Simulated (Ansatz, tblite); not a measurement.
Forces on the cluster Ti2Se4 at its PBE0-D4/def2-SVP geometry. Charge 0, multiplicity 1.

The xTB rows come from tblite. The restricted singlet is unstable towards broken spin symmetry in Hartree–Fock (as tested in another run); at PBE-D4/def2-TZVP this wasn't settled. Another isomer (singlet) lies 0.22 eV lower at PBE0-D4/def2-TZVP; other spin states weren't run for this one.

GFN1-xTB (tblite), largest force 1.61 eV/Å:

```xyz
6
positions Å, forces eV/Å
Ti    1.575    0.120   -0.120   -1.380   -0.796   -0.210
Ti   -1.539   -0.123    0.116    1.413    0.754    0.190
Se    2.804    1.802    0.511    0.542    0.729    0.274
Se    0.201   -0.783    1.623    0.008   -0.055    0.123
Se   -0.165    0.719   -1.653   -0.018    0.059   -0.124
Se   -2.876   -1.735   -0.477   -0.564   -0.691   -0.253
```

GFN2-xTB (tblite), largest force 2.20 eV/Å:

```
Ti -0.151 -1.999 -0.897
Ti 0.217 1.981 0.888
Se 0.844 1.666 0.670
Se 0.123 -0.498 1.022
Se -0.107 0.453 -1.051
Se -0.927 -1.603 -0.632
```

PBE-D4/def2-TZVP (Ansatz), largest force 0.90 eV/Å:

```
Ti -0.140 -0.708 -0.309
Ti 0.170 0.693 0.299
Se 0.486 0.703 0.268
Se 0.033 -0.133 0.276
Se -0.029 0.124 -0.283
Se -0.521 -0.679 -0.253
```
